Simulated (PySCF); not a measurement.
A structure optimised at PBE0-D3(BJ)/def2-SVP, used in a PySCF frequency run:

```
C
H 1 1.0983
H 1 1.0983 2 110.10
H 1 1.1003 2 108.71 3 118.98
Ga 1 1.9342 2 110.19 4 119.27
F 5 1.7479 1 124.60 2 151.18
F 5 1.7479 6 110.80 1 -179.40
```

Problem. Write its SMILES, formula and point group.

Solution. [CH3][Ga]([F])[F], CH3F2Ga, Cs

Problem. What are its rotational constants (standard atomic weights)?

Solution. 6.1720, 5.0748, 2.8350 GHz
